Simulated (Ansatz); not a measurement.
```yaml
atoms:
  - { symbol: Si, position_ang: [0.0003, 0.0025, -0.0842] }
  - { symbol: H, position_ang: [-0.0483, 1.0835, 0.9413] }
  - { symbol: H, position_ang: [-0.0274, -1.1293, 0.9136] }
```

Basis set: aug-cc-pVDZ (spherical functions). Frozen core: 5 orbitals. Charge 0, multiplicity 1.

Computed with Ansatz (development build ahead of 0.2.0); each method stands on the lowest determinant of its kind that the runs found. Restricted open shells among the atoms or ions are ROHF, correlated in semicanonical orbitals with singles.

Task: Give the atomization energy at this shape (free ground-state atoms in the same class of orbitals less the molecule, no zero-point energy) of singlet SiH₂ by RHF-MP2, RHF.

Result:

```tsv
method	atomization energy
RHF-MP2	565.3 kJ/mol
RHF	454.6 kJ/mol
```
